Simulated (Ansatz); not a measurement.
Consider the redistribution: `[F][SnH2][AsH2]` + `O[SiH2]CS` → `[F][SnH2][SH]` + `O[SiH2]C[AsH2]`.

Program: Ansatz. Geometries: PBE0-D4/def2-TZVP. ΔE: electronic, gas phase. CCSD(T)/CBS is the MP2 limit (def2-TZVPP, def2-QZVPP) plus CCSD(T) − MP2 in def2-TZVPP, frozen cores. DFT in def2-TZVPP. B3LYP here is the variant with VWN-RPA as its local correlation; programs differ in this. Elements past krypton have def2 core potentials. For As, Sn outer-core shells are correlated without core-valence functions, which leaves a few kJ/mol of doubt a bond. Scalar relativity is left out up to krypton. One conformer a species, not always the lowest.

`[F][SnH2][AsH2]`:

Z-matrix (Å, degrees):
```
Sn
As 1 2.592
F 1 1.931 2 104.0
H 1 1.707 2 113.0 3 -112.6
H 1 1.706 2 117.0 3 113.5
H 2 1.526 1 89.7 3 174.4
H 2 1.523 1 91.1 3 -94.0
```

`O[SiH2]CS`:

```xyz
10

O    -1.437   -0.984   -0.871
Si   -0.537   -0.728    0.480
C     1.065    0.129    0.014
S     0.670    1.648   -0.904
H    -1.468   -0.234   -1.472
H    -0.306   -2.061    1.089
H    -1.233    0.159    1.456
H     1.626   -0.491   -0.691
H     1.721    0.347    0.859
H    -0.100    2.216    0.040
```

`[F][SnH2][SH]`:

Z-matrix (Å, degrees):
```
Sn
S 1 2.380
F 1 1.924 2 107.4
H 1 1.696 2 109.0 3 -113.5
H 1 1.699 2 112.1 3 113.4
H 2 1.344 1 93.3 3 -79.4
```

`O[SiH2]C[AsH2]`:

```xyz
11

O    -0.468   -1.651   -1.706
Si   -0.630   -0.448   -0.586
C     0.947   -0.025    0.307
As    0.653    1.336    1.717
H    -0.035   -1.437   -2.533
H    -1.621   -0.958    0.391
H    -1.135    0.797   -1.231
H     1.382   -0.900    0.796
H     1.706    0.383   -0.366
H    -0.564    0.656    2.338
H    -0.235    2.248    0.874
```

Task: Is it downhill or uphill in electronic energy at CCSD(T)/CBS, and by how much? (Best estimate.)

Result: The calculation gave: Downhill: ΔE = -8.1 kcal/mol.

Task: What do these levels give: r2SCAN-D4, PBE0-D4, B3LYP-D4, ωB97X-V, B2PLYP, PBE, B3LYP, MP2/def2-TZVPP, SCS-MP2/def2-TZVPP, HF/def2-QZVPP, MP2/def2-QZVPP, MP2/CBS(def2)? (Estimate.)

Result: The calculation gave: r2SCAN-D4 -7.5, PBE0-D4 -6.9, B3LYP-D4 -6.8, ωB97X-V -7.9, B2PLYP -8.0, PBE -6.4, B3LYP -6.8, MP2/def2-TZVPP -9.8, SCS-MP2/def2-TZVPP -9.7, HF/def2-QZVPP -9.0, MP2/def2-QZVPP -9.1, MP2/CBS(def2) -8.5 kcal/mol.

Largest T1 diagnostic among the species: 0.013.
